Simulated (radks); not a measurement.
Numerical settings for the magnesium ion Mg+, [Ne] 3s1. Method: non-relativistic Kohn-Sham, PBEsol, spin-polarised, spherical densities, point nucleus; open shells are filled with parallel spins first; computed with a radial shooting solver on a logarithmic mesh with Libxc functionals. The defaults (mesh step 0.008 in ln r, mesh end at 40 bohr or more with all orbitals vanishing there, Anderson mixing 0.5 over 9 steps, residual threshold near 1e-9 with the energy settled to 1e-9 hartree or 1e-11 of itself, here a cap of 74 iterations) give E = -199.2408 hartree and 3s at -11.868 eV in 15 iterations. Run on one thread of a shared host, so times are rough (Intel(R) Xeon(R) 6975P-C): 0.09 s of CPU time, 0.09 s wall, 15 iterations on 2476 mesh points. Changes against that run (0 stands for a change within the tolerance of the run):

\begin{tabular}{lrrrrr}
setting & iterations & converged & E (mhartree) & e(3s) (meV) & CPU (s) \\ \hline
mesh step in ln r 0.03 & 15 & yes & 0 & 0 & 0.04 \\
mesh step in ln r 0.012 & 15 & yes & 0 & 0 & 0.06 \\
mesh step in ln r 0.003 & 15 & yes & 0 & 0 & 0.21 \\
mesh end (bohr) 1 & 13 & level above zero & +3.52e+04 & +5.79e+05 & 0.05 \\
mesh end (bohr) 3 & 15 & level above zero & +472 & +1.46e+04 & 0.06 \\
residual threshold 1e-16 & 74 & no & 0 & 0 & 0.22 \\
residual threshold 1e-05 & 10 & yes & 0 & 0 & 0.05 \\
mixing 0.2 & 17 & yes & 0 & 0 & 0.08 \\
linear mixing, mixing 1 & 74 & no & 0 & 0 & 0.27 \\
linear mixing, mixing 0.5 & 34 & yes & 0 & 0 & 0.14 \\
mixing history 20 & 20 & yes & 0 & 0 & 0.09 \\
iteration cap 3 & 3 & no & +4.53 & -828 & 0.02 \\
\end{tabular}

Settled on a wrong energy, with an occupied level pushed above zero by the early mesh end: mesh end (bohr) 1 (+35.2 hartree); mesh end (bohr) 3 (+0.472 hartree). Apart from these: no run marked as converged misses the energy by more than 1 mhartree. A mesh that ends early acts as a hard wall.
